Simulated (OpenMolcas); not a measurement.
## V3+: ligand-field states by method

V3+ with 4 ligands (oxide) in tetrahedral coordination (Td) at 1.89 Å. A charge of +1.25 e stands 3.2 Å behind each ligand. Ligand basis ANO-RCC-VDZP.
```
V     0.0000    0.0000    0.0000
O     1.0912    1.0912    1.0912
O     1.0912   -1.0912   -1.0912
O    -1.0912    1.0912   -1.0912
O    -1.0912   -1.0912    1.0912
```

- Program: OpenMolcas
- Basis: ANO-RCC-VDZP [5s4p2d1f]
- Scalar Hamiltonian: DKH2, point nucleus
- Active space: 2 electrons in 5 orbitals (3d)
- State averaging: 2S+1 = 3 even, 10 roots; 2S+1 = 1 even, 15 roots
- Spin-orbit coupling: RASSI with atomic mean-field integrals over the reference wave functions

I. CASSCF
II. SS-CASPT2, IPEA 0.25 Eh, imaginary shift 0.1 Eh (closed shells correlated: 3s 3p and the ligand valence shells)
III. SS-CASPT2, IPEA 0.5 Eh, imaginary shift 0.1 Eh (closed shells correlated: 3s 3p and the ligand valence shells)

Spin-free states (labels of Td) in cm-1, each column counted from its own energy of the first state listed:

```csv
State,Degeneracy,I,II,III
3A2,1,0,0,0
3T2,3,6498,5210,5800
3T1,3,11115,10200,10580
1E,2,14056,10170,10220
1T2,3,19843,14620,15220
3T1,3,22163,18550,19010
1A1,1,22302,17430,17960
1T1,3,24266,19560,19920
1E,2,28027,24070,24320
1T2,3,29268,24770,25020
1A1,1,52461,41130,42150
```

From I to II, I's first state of the same spin (3T2) moves from 6498 to 5210 cm-1, by about -1300 cm-1.

From I to II, I's first state of another spin (1E) moves from 14056 to 10170 cm-1, by about -3900 cm-1.

χT at 300 K: I 0.97, II 0.97, III 0.97 cm3 K/mol.

Roots that are degenerate in the reference are averaged as groups; the widest CASPT2 spread within a group is 820 cm-1 (the 3-fold group of multiplicity 1 near 19600 cm-1 above the lowest state of its run, II). Shifts and gaps below about the spread of the groups concerned are not significant. Over all roots computed the reference weight is 0.69 to 0.71 in II, 0.70 to 0.71 in III; a low but even weight reflects the number of correlated electrons. The oxide ions are held by bare point charges, a crude embedding. Ligand-to-metal charge-transfer states are missing. With no ligand orbital active B as a rule stays too high, so bands that hang on it stand too high and its fall with covalency is understated. Without dynamic correlation the repulsion within the d shell is too large (B by tens of per cent), so at a given field states of lower spin stand too high (holds for I). With metal d orbitals alone and no dynamic correlation the field as a rule comes out too small, by tens of per cent, by up to half for chloride and softer ligands (holds for I). These CASPT2 states fit no ligand-field parameters well, so their order and spin gaps are uncertain (holds for II; III). With one d shell and no ligand orbital active, 10Dq can be off by a tenth or more (holds for II; III). No measured value stands beside these numbers; the geometry was imposed, not optimised, and the real ion may take another.
